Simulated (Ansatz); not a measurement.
GeMe2(NEt2)2 (C10H26GeN2). Charge 0, multiplicity 1. Geometry PBE-D4/def2-SVP; atoms count from 1.

```xyz
39

Ge    0.422    0.867    0.540
C     2.225    1.592    0.225
H     2.194    2.671   -0.029
H     2.732    1.050   -0.597
H     2.826    1.468    1.147
C    -0.527    1.872    1.941
H    -1.521    1.424    2.140
H    -0.676    2.913    1.594
H     0.046    1.898    2.889
N     0.433   -0.914    1.066
C     0.896   -1.931    0.136
C     2.362   -2.348    0.321
C     0.077   -1.359    2.404
C    -1.323   -1.981    2.507
H     0.747   -1.548   -0.898
H     0.247   -2.837    0.207
H     3.045   -1.489    0.151
H     2.551   -2.725    1.348
H     2.644   -3.155   -0.386
H     0.831   -2.093    2.780
H     0.143   -0.502    3.108
H    -2.105   -1.237    2.250
H    -1.436   -2.837    1.810
H    -1.526   -2.357    3.532
N    -0.468    0.896   -1.089
C    -1.780    0.277   -1.192
C    -2.955    1.260   -1.107
C     0.060    1.528   -2.287
C     0.696    0.552   -3.287
H    -1.869   -0.483   -0.384
H    -1.855   -0.303   -2.144
H    -2.968    1.780   -0.127
H    -2.892    2.038   -1.896
H    -3.927    0.738   -1.232
H    -0.747    2.103   -2.802
H     0.813    2.292   -2.000
H     1.579    0.048   -2.841
H    -0.021   -0.240   -3.588
H     1.025    1.074   -4.210
```

Single mean-field runs in def2-TZVP are fitted with def2-universal-jkfit.

Q: Estimate the Mulliken populations of the heavy atoms from the PBE0/def2-TZVP orbitals of Ansatz.

A: 
```
atom  charge (e)
 Ge1        0.26
  C2       -0.50
  C6       -0.50
 N10       -0.19
 C11       -0.13
 C12       -0.36
 C13       -0.11
 C14       -0.36
 N25       -0.19
 C26       -0.13
 C27       -0.36
 C28       -0.11
 C29       -0.37
```
Mulliken values depend strongly on the basis.

Q: And the Mayer bond orders between heavy atoms (over 0.3)?

A: Ge1–C2 0.96 (1.97 Å); Ge1–C6 0.96 (1.97 Å); Ge1–N10 1.05 (1.86 Å); Ge1–N25 1.06 (1.86 Å); N10–C11 0.97 (1.45 Å); N10–C13 0.98 (1.45 Å); C11–C12 1.01 (1.54 Å); C13–C14 1.01 (1.54 Å); N25–C26 0.96 (1.45 Å); N25–C28 0.98 (1.45 Å); C26–C27 1.01 (1.53 Å); C28–C29 1.01 (1.54 Å).
